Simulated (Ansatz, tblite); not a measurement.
Cost and result up the ladder for Cu(C2H4)H (C2H5Cu) (8 atoms). Charge 0, multiplicity 1. Geometry: r2SCAN-D4/def2-TZVP.

```xyz
8

Cu    0.8407    0.6907   -0.7391
C    -0.0275   -0.8939    0.2648
C    -0.7837    0.2247    0.4493
H    -0.2589   -1.6090   -0.5190
H     0.7247   -1.1927    0.9887
H    -0.6583    0.8531    1.3261
H    -1.6419    0.4368   -0.1815
H     1.8050    1.4904   -1.5892
```

Ansatz on 4 threads of Arm Neoverse V1 on a shared host; xTB runs through tblite on one thread. Times are rough, summed over both states, and most runs start from the orbitals of an earlier one. PBE0-D4/def2-TZVP serves as the yardstick here, not as an exact answer. The other state is a triplet.

The xTB rows come from tblite.

xTB has no spin-polarisation term.

```csv
level,functions,wall time,vertical triplet (eV),difference from PBE0-D4/def2-TZVP (eV)
GFN1-xTB,27,0.011 s,3.42,0.46
GFN2-xTB,22,0.013 s,3.32,0.35
PBE-D4/def2-TZVP (with forces),137,4 s,3.15,0.19
PBE0-D4/def2-TZVP,137,5.4 s,2.96,0.00
r2SCAN-D4/def2-TZVP,137,8.8 s,3.02,0.05
```
